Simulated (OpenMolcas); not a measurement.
P I: Slater's ratio, worked from levels

| Property | Result |
| --- | --- |
| Program | OpenMolcas |
| Basis | ANO-RCC [8s7p5d4f2g] |
| Scalar Hamiltonian | DKH2, point nucleus |
| Active space | 5 electrons in 8 orbitals (3s 3p 4s 4p) |
| State averaging | 2S+1 = 4 odd, 1 root; 2S+1 = 2 odd, 8 roots; 2S+1 = 4 even, 3 roots; 2S+1 = 2 even, 9 roots |
| Spin-orbit coupling | state interaction with AMFI integrals over the reference wave functions, term energies averaged over their components |

Methods: CASSCF; SS-CASPT2, IPEA 0.25 Eh, imaginary shift 0.1 Eh (closed shells correlated: 2s 2p). Measured levels: NIST Handbook of Basic Atomic Spectroscopic Data.

**Slater's ratio.** With one set of orbitals, p3 has 2D* - 4S* = 9 F2 and 2P* - 2D* = 6 F2 (F2 = F²/25), a ratio of 2/3. Term energies are centres of gravity, weighted by 2J + 1.

```json
{"Source": "CASSCF", "2D* - 4S*": "14656", "2P* - 4S*": "19548", "F2 from the first": "1628", "Ratio": "0.334"}
{"Source": "SS-CASPT2", "2D* - 4S*": "11831", "2P* - 4S*": "18988", "F2 from the first": "1315", "Ratio": "0.605"}
{"Source": "measured", "2D* - 4S*": "11370", "2P* - 4S*": "18740", "F2 from the first": "1263", "Ratio": "0.648"}
```

Energies in cm-1. A ratio away from 2/3 shows effects beyond one configuration with one set of orbitals, and in heavier atoms second-order spin-orbit shifts. In CASSCF the valence s occupation is 1.95 in 2P* against 1.99 in 2D*: mixing out of s² acts most on 2P* and pulls it down.

Term energies are means over components that CASPT2 splits; among the terms shown or strongly mixed into the levels shown the widest spread is 120 cm-1 (3s2 3p3 2D*, SS-CASPT2). The run also gave levels led by 3s2 3p2 4s, which use shells meant for correlation; these and all levels above them are left out. No level of 3s 3p4 was computed, though it lies in the active space. Without dynamic correlation excited terms often stand tens of per cent too high (terms of higher spin than the ground term too low), and those without a measured partner can miss by more than the paired ones (holds for CASSCF). Measured partners are found by configuration, term and J. A level has none where our copy of the source lacks it or the pairing is in doubt (some pairs that miss far off the trend of their configuration count as doubtful), and it then counts in no deviation. Levels of configurations outside the active space are missing.

* marks odd parity.
